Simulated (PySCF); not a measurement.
A thermochemical cycle for GaCl

r²SCAN in PySCF with def2-TZVPPD on every atom, for the lowest determinant that a PBE0 search found; no spin–orbit coupling. GaCl, a singlet (closed shell), has De = 4.94 eV to neutral atoms, and GaCl⁺, a doublet (σ ↑), has De = 1.35 eV to Ga⁺ + Cl.

The adiabatic ionisation energy of GaCl, between the minima, is 9.72 eV.

**Question.** Which ionisation energy of the Ga atom does this level give?

**Answer.** IE(Ga) = IE(molecule) + De(ion) − De(neutral) = 9.72 + 1.35 − 4.94 = 6.13 eV; the measured value is 5.999 eV (NIST ASD).

Spin–orbit coupling is left out. For an ion De counts to the pair picked by the measured ionisation energies or electron affinities, which need not be the lowest pair at this level. States were picked by a PBE0 search and need not be the measured ground states.
